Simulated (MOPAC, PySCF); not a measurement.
The same groups moved round the core (propene formyl). Gas-phase values, no solvent. One relaxed conformer stands for each flexible species; it need not be the lowest. Strings in code marks are SMILES.

Quantity: electronic energy of isomers of C4H6O relative to `C=C(C)C=O` (C–C–C–O torsion 180°), in kJ/mol. Semi-empirical values (MOPAC) are differences of heats of formation.

Level 1: PBE-D3(BJ)/def2-TZVP // B3LYP-D3(BJ)/def2-TZVP (PySCF)
Level 2: PBE/6-31G* // B3LYP-D3(BJ)/def2-TZVP (PySCF)
Level 3: HF/STO-3G // B3LYP-D3(BJ)/def2-TZVP (PySCF)
Level 4: PM6 // B3LYP-D3(BJ)/def2-TZVP (MOPAC)

```csv
species,level 2,level 3,level 4
"`C=CCC=O` (C–C–C–C torsion -120°, C–C–C–O torsion 131°)",39.86,23.88,5.85
`C/C=C\C=O` (C–C–C–O torsion 1°),9.16,4.13,-10.08
`C/C=C/C=O` (C–C–C–O torsion 0°),3.80,-3.06,-13.65
```

Task: What does level 1 give for each, and how far do the other levels lie from it on average?

Result: 
- `C=CCC=O` (C–C–C–C torsion -120°, C–C–C–O torsion 131°): 34.96
- `C/C=C\C=O` (C–C–C–O torsion 1°): 12.63
- `C/C=C/C=O` (C–C–C–O torsion 0°): 7.01
Mean absolute difference from level 1, which has limits of its own, over these rows (drawn at random from the members that have all these levels): level 2 3.86 kJ/mol, level 3 9.88 kJ/mol, level 4 24.16 kJ/mol.
